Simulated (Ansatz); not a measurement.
Mulliken charges of ClGaH4Si (`[SiH3][GaH][Cl]`) from PBE/def2-TZVPP in Ansatz (PBE0-D4/def2-TZVP geometry).

| atom | x (Å) | y (Å) | z (Å) | charge (e) |
| --- | --- | --- | --- | --- |
| Si1 | -0.887 | 0.569 | -0.300 | 0.025 |
| Ga2 | 1.003 | -0.600 | 0.619 | 0.351 |
| Cl3 | 2.181 | -1.642 | -0.862 | -0.267 |
| H4 | -1.776 | -0.407 | -0.986 | -0.023 |
| H5 | -0.408 | 1.564 | -1.296 | -0.023 |
| H6 | -1.667 | 1.275 | 0.751 | -0.031 |
| H7 | 1.554 | -0.759 | 2.074 | -0.032 |

By hand: the dipole of these point charges (1 e Å = 4.8032 D).

Σ q r = (-0.200, 0.200, 0.403) e Å, of length 0.492 e Å = 2.36 D.

How does the dipole of the full density compare? (An estimate is asked.)

Ansatz gave: (-0.263, 0.216, 0.224) e Å, 1.96 D; the point charges give 1.20 times that, at 22° from its direction.

Point charges leave out the atoms' own dipoles, such as those of lone pairs, and Mulliken's split depends on the basis, so the two needn't agree.
